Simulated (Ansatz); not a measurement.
Basis-set extrapolation for F2H4OSi2, SMILES `O[SiH2][SiH](F)F` (PBE0-D4/def2-TZVP geometry, frozen core, Ansatz). Multiplicity 1, RHF reference.

|  | def2-TZVPP | def2-QZVPP |
| --- | --- | --- |
| HF | -854.265072 | -854.297354 |
| MP2 correlation | -0.976360 | -1.064781 |
| CCSD(T) correlation | -1.037556 | not run |

Energies in hartree. Use E(X) = E(∞) + A·exp(−7.88·√X) for Hartree–Fock and E(X) = E(∞) + B·X^(−2.97) for correlation, with X = 3 and 4, and add CCSD(T) minus MP2 of the smaller set to the MP2 limit.

Task: What is the CCSD(T) energy at the basis-set limit?

Result: HF limit: -854.297354 + (-0.032282) × 0.13774 = -854.30180. MP2 limit: -1.064781 + (-0.088421) × 0.74074 = -1.13028. Higher-order term: -1.037556 − (-0.976360) = -0.06120. Total: -855.49328 hartree, 500.6 kJ/mol below CCSD(T)/def2-TZVPP.
